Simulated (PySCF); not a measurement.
# Spin states and ions at one geometry of [La(H2O)2]3+

PySCF 2.14.0, RKS PBE, La def2-SVP with ECP46, O def2-SVP, H def2-SVP; non-relativistic Hamiltonian with scalar-relativistic core potentials where named; density fitting; no spin-orbit coupling; singlets restricted, open shells unrestricted. The geometry is relaxed for charge +3, singlet, vacuum:

```xyz
7

La    0.6147    1.0586   -0.0199
O    -0.0442   -0.1387    1.9211
H     0.1537    0.0814    2.8783
H    -0.5865   -0.9761    1.9943
O    -0.1289   -0.1732   -1.9155
H     0.1781   -1.0649   -2.2514
H    -0.7987    0.1031   -2.6069
```

Energies count from the relaxed state; an electron taken off or put on is at rest in vacuum. Charges and spins are Mulliken's.

Problem. Order these states by energy, lowest first.
A. charge +3, singlet, vacuum
B. charge +3, triplet, vacuum
C. charge +2, doublet, vacuum
D. charge +4, doublet, vacuum

Solution. C (-15.61 eV), A (0.00 eV), B (6.19 eV), D (27.51 eV).

Problem. How do charge and spin on the first atom follow?

Solution. 
```csv
state,spin squared,charge on La1 (e),spin on La1 (e),dipole about the centre of mass (D)
"charge +3, singlet, vacuum",0.00,2.18,0.00,2.88
"charge +3, triplet, vacuum",2.00,1.61,0.99,7.12
"charge +4, doublet, vacuum",0.75,2.45,-0.01,6.99
"charge +2, doublet, vacuum",0.75,1.38,1.01,3.03
```

With an electron taken off (doublet) the charges change, summed by element, by La +0.27 e, O +0.48 e, H +0.25 e. The vertical ionisation energy is 27.51 eV, against −ε(HOMO) = 23.90 eV of the relaxed state. The level lies 3.6 eV too high, as is usual for semilocal functionals and global hybrids, which keep a self-interaction error.

With an electron put on (doublet) the charges change, summed by element, by La -0.80 e, O -0.03 e, H -0.17 e. The vertical electron affinity is 15.61 eV, against −ε(LUMO) = 18.94 eV of the relaxed state.

Open shells may have lower solutions than those found. Hard to converge, so the more doubtful: charge +3, triplet, vacuum; charge +4, doublet, vacuum.

A frequency check found unstable modes (1, the lowest at -47 cm⁻¹), so the relaxed geometry is probably a saddle point.
